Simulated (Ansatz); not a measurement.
BO, doublet, geometry from GFN2-xTB, with bond 2-1 at 1.8 times its length; SC-NEVPT2/def2-SVP, CASSCF(5,6) (Ansatz, a program for electronic structure).

Here is a job for Ansatz.
Ansatz 0.2 input:
```yaml
crystal:
  periodic: [false, false, false]
  atoms:
    - {symbol: B, position_ang: [-0.00000000, -0.00000000, -0.72915907]}
    - {symbol: O, position_ang: [0.00000000, 0.00000000, 1.40363121]}
basis:
  gaussian:
    orbitals: def2-SVP
correlation: {method: sc_nevpt2, electrons: all, active_space: {window: {electrons: 5, orbitals: 6}}}
magnetization: {spin_polarized: false, initial_magnetization: 1}
```

It wrote (shortened):

```
Functional definition: HF
272 factors; integrals over basis functions are off by at most 6.5e-4 eV
mean field evaluation 1: about -2690.2838 eV, gradient 4.1e1 eV
mean field evaluation 2: about -2690.2844 eV, gradient 4.1e1 eV
mean field evaluation 4: about -2697.4135 eV, gradient 1.7e1 eV
mean field evaluation 8: about -2698.4170 eV, gradient 4.4e-1 eV
mean field evaluation 16: about -2698.4266 eV, gradient 2.7e-6 eV
mean field evaluation 32: about -2699.0526 eV, gradient 2.1e0 eV
mean field evaluation 64: about -2699.7400 eV, gradient 1.6e-6 eV
mean field evaluation 96: about -2699.7400 eV, gradient 1.8e-3 eV
mean field evaluation 128: about -2695.9631 eV, gradient 1.2e0 eV
mean field evaluation 160: about -2696.0602 eV, gradient 2.9e1 eV
mean field evaluation 192: about -2698.4266 eV, gradient 4.2e-5 eV
mean field -2699.74000894 eV, -99.2136153792 hartree, gradient 2.3e-6 eV, S^2 0.750000; 17 other end points of the search recorded, 0 dependent functions left out
reference -2699.74000894 eV, -99.2136153792 hartree; 7, 6 occupied and 21, 22 virtual orbitals, 272 factors
state -2702.10233116 eV, -99.3004291194 hartree
state -2702.10233116 eV, -99.3004291194 hartree; corrected -2705.57210379 eV, -99.4279409117 hartree
state -2702.06896661 eV, -99.2992029949 hartree
state -2702.06896661 eV, -99.2992029949 hartree; corrected -2706.12387810 eV, -99.4482182434 hartree
state -2702.06896661 eV, -99.2992029949 hartree; corrected -2706.12387810 eV, -99.4482182434 hartree
WARN: the results are in doubt because another end's mean lies 0.033 eV lower, and its corrected mean 0.552 eV higher
Total energy: -2706.12387810 eV, -99.4482182434 hartree
In doubt: another end's mean lies 0.033 eV lower, and its corrected mean 0.552 eV higher
```
